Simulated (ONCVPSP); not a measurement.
## strontium: one change to an ONCV potential, before and after

Sr, optimised norm-conserving Vanderbilt (ONCV), made with ONCVPSP 4.0.1 (PBE, fully relativistic). Core [Ar] 3d10, reference 4s2 4p6 5s1 (charge +1). Waves: 4s+5s: rc 1.95 bohr, ncon 4, nbas 7, qcut 6.7 1/bohr, 2 projectors; 4p: rc 1.85 bohr, ncon 3, nbas 7, qcut 6 1/bohr, 2 projectors, debl 0.5 Ha; d scattering state at 0.3 Ha: rc 1.70 bohr, ncon 4, nbas 7, qcut 5.2 1/bohr, 1 projector. Local part: polynomial inside 1.35 bohr (lpopt 5, dvloc0 6 Ha). Core correction: none.

Open shells are filled in proportion to 2j + 1.

In the p channel the program set the typed energies aside and used -1.056, 0.250 Ha (j = l + 1/2; the other j can differ). In the d channel the program set the typed energies aside and used 0.050 Ha (j = l + 1/2; the other j can differ).

Change: p: nproj 1. In the d channel the program set the typed energies aside and used 0.050 Ha (j = l + 1/2; the other j can differ).

Cutoffs: the cutoffs (Ha) at which the residual kinetic energy of the hardest occupied pseudo-wave falls to 1 and 0.1 mHa per electron; they do not see the model core or the augmentation charge, which bear on the density cutoff. Errors are all-electron minus pseudo energies relative to the spin-unpolarised reference configuration.

Predict the effect on cutoff, ghosts and configuration errors.

The potential gets neither clearly harder nor softer (14 Ha and 17 Ha → 14 Ha and 17 Ha); of the 4 tests that both files solve, the error grows in 0 and shrinks in 1 by more than 15 % and 0.3 meV (median size 0.1 → 0.1 meV); the range in which the p3/2 phases agree narrows (upper end 2.4 → 1.2); the range in which the p1/2 phases agree narrows (upper end 2.3 → 1.1); neither file shows a bound ghost.

```csv
quantity,base,changed
"cutoff, loose",14 Ha,14 Ha
"cutoff, tight",17 Ha,17 Ha
bound ghosts,none,none
GHOST(+) flags under 300 eV,none,none
"error for 4s2 4p6 5s2, meV [ΔE -5.89 eV]",-0.1,0.0
"error for 4s2 4p6 5s0, meV [ΔE 11.01 eV]",+0.1,+0.1
"error for 4s2 4p6 5s1.5, meV [ΔE -3.55 eV]",0.0,0.0
"error for 4s1 4p6 5s2, meV [ΔE 41.13 eV]",-24,-8.4
s: phases at 1.98 bohr within 0.05 rad from the reference energy up to (Ha; the scan ends near 5),to the end of the scan,to the end of the scan
p3/2: phases at 1.88 bohr within 0.05 rad from the reference energy up to (Ha; the scan ends near 5),2.4,1.2
p1/2: phases at 1.88 bohr within 0.05 rad from the reference energy up to (Ha; the scan ends near 5),2.3,1.1
d5/2: phases at 1.73 bohr within 0.05 rad from the reference energy up to (Ha; the scan ends near 5),2.6,2.6
d3/2: phases at 1.73 bohr within 0.05 rad from the reference energy up to (Ha; the scan ends near 5),2.1,2.1
```
